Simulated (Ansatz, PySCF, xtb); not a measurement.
Complex: HCl (SMILES Cl) (first 2 atoms) with H2Se (SMILES [SeH2]); geometry from B3LYP-D3(BJ)/def2-TZVP, rigid monomers moved along the line of their centres of mass till H2···Se3 is 2.89 Å.
(charge 0, multiplicity 1):
```
atom    x (Å)    y (Å)    z (Å)
----  -------  -------  -------
Cl     0.2739  -0.6894  -0.3934
H      0.1376  -0.2267   0.8135
Se    -0.0619   0.6722   3.5533
H      1.3739   0.4170   3.7455
H     -0.3980  -0.6926   3.9867
```

Counterpoise-corrected where a basis set is named; no monomer relaxation. Rows marked so take none.

Rows in STO-3G carry no dispersion term and start afresh at each structure; the Pople sets are all-electron and without relativity.

Programs: Ansatz (Gaussian orbitals); PySCF for STO-3G rows, the dispersion terms; xtb for the GFN methods. Values without a source in brackets are computed.

Task: One of these levels gives -3.85 kcal/mol for the interaction energy. Which?
(A) B3LYP-D4/def2-TZVPPD
(B) GFN2-xTB
(C) PBE-D4/def2-TZVPPD
(D) HF/STO-3G (no counterpoise)

Result: C, PBE-D4/def2-TZVPPD. The others give -2.06 (GFN2-xTB), -2.41 (HF/STO-3G (no counterpoise)), -3.33 (B3LYP-D4/def2-TZVPPD)

Ansatz is a first-principles code.
